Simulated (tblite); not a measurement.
Compound: C₅H₁₁FOSi.
Geometry (GFN2-xTB, Å), atoms numbered from 1 in this order:
```
atom  x, y, z in Å
C1    -1.5912   -1.9033    0.5964
O2    -0.6936   -1.0376   -0.0468
C3    -0.9481    0.3261    0.1792
C4     0.2749    1.1198   -0.1937
C5     0.0139    2.5358   -0.6070
C6     1.4791    0.5640   -0.1347
Si7    1.8361   -1.1868    0.4413
F8     1.1643   -1.4773    1.8854
H9    -1.2754   -2.9154    0.3535
H10   -1.5625   -1.7677    1.6834
H11   -2.6158   -1.7428    0.2400
H12   -1.1811    0.4999    1.2435
H13   -1.8185    0.6525   -0.4121
H14   -0.4962    2.5564   -1.5703
H15   -0.6281    3.0327    0.1197
H16    0.9435    3.0912   -0.6950
H17    2.3267    1.1737   -0.4179
H18    1.5034   -2.2918   -0.4397
H19    3.2587   -1.2200    0.7978
```

Calculated harmonic vibrations of the isolated species, GFN2-xTB (tblite), most abundant isotopes, no scaling. The method is semi-empirical: single wavenumbers can be off by several per cent or more. Modes of hydrogen on silicon can be 10 to 20 % off. One conformer, not necessarily the lowest.

Harmonic wavenumbers (cm⁻¹): 59.0, 99.3, 101.7, 131.7, 147.2, 169.5, 222.9, 226.5, 274.6, 334.9, 410.3, 439.9, 512.2, 555.7, 576.1, 724.3, 765.2, 797.8, 834.1, 842.7, 923.0, 966.3, 991.9, 1031.8, 1046.8, 1122.3, 1137.6, 1153.7, 1171.2, 1215.4, 1293.1, 1350.9, 1397.3, 1406.1, 1465.8, 1471.3, 1479.0, 1481.4, 1482.6, 1702.2, 2220.3, 2340.4, 2820.5, 2862.4, 2911.7, 2933.8, 2994.8, 3012.0, 3035.4, 3049.1, 3054.6.

A = 2079, B = 1439, C = 960.1 MHz; mass 134.056 u (most abundant isotopes); point group C1, symmetry number 1.

Q: Zero-point energy?

A: ½Σν̃ = 32375 cm⁻¹ = 387.30 kJ/mol.

Q: Entropy at 298.15 K, 1 bar (ideal gas, RRHO, classical rotation)?

A: Translation 169.94, rotation 121.77, vibration 131.70: S = 423.4 J/(mol K).

Q: And Cp and H(298.15 K) − H(0)?

A: Cp = 167.79 J/(mol K), of which vibrations give 134.53 (their classical limit is 51 R = 424.0); H(298.15 K) − H(0) = 30.94 kJ/mol without the zero-point energy, 21.02 from vibrations.

Q: Blend soft modes into free rotors: weight 1/[1 + (100 cm⁻¹/ν̃)⁴] for the oscillator and the rest for a rotor with moment μB/(μ + B), μ = h/(8π²ν), B = 10⁻⁴⁴ kg m². What vibrational entropy results?

A: 124.61 J/(mol K) in place of 131.70, which changes −T·S at 298.15 K by +2.11 kJ/mol.

Q: How do the functions run with temperature in this model?

A: 
```
 T (K)  S (J/(mol K))  Cp (J/(mol K))  H − H(0) (kJ/mol)  G − H(0) (kJ/mol)  ln q(vib)
    50          243.1            56.4               2.05             -10.11       0.37
   100          291.9            86.0               5.66             -23.54       1.59
373.15          464.3           197.5              44.65            -128.61       9.47
   500          528.5           241.7              72.59            -191.64      12.94
   750          639.3           304.9             141.49            -338.02      19.43
  1000          733.2           346.8             223.30            -509.89      25.40
```

q(vib) and H(0) count from the zero-point level.

Q: Which modes carry the vibrational entropy at 298.15 K?

A: 59.0 cm⁻¹: 18.79; 99.3 cm⁻¹: 14.51; 101.7 cm⁻¹: 14.32; 131.7 cm⁻¹: 12.22; 147.2 cm⁻¹: 11.33; 169.5 cm⁻¹: 10.21 J/(mol K); the other 45 give 50.32 together.

Hindered rotation and anharmonicity are outside this model. Other conformers, if any are populated, would add a mixing term that is left out. The structure is chiral; the term R ln 2 for an equal mix with its mirror image is left out.
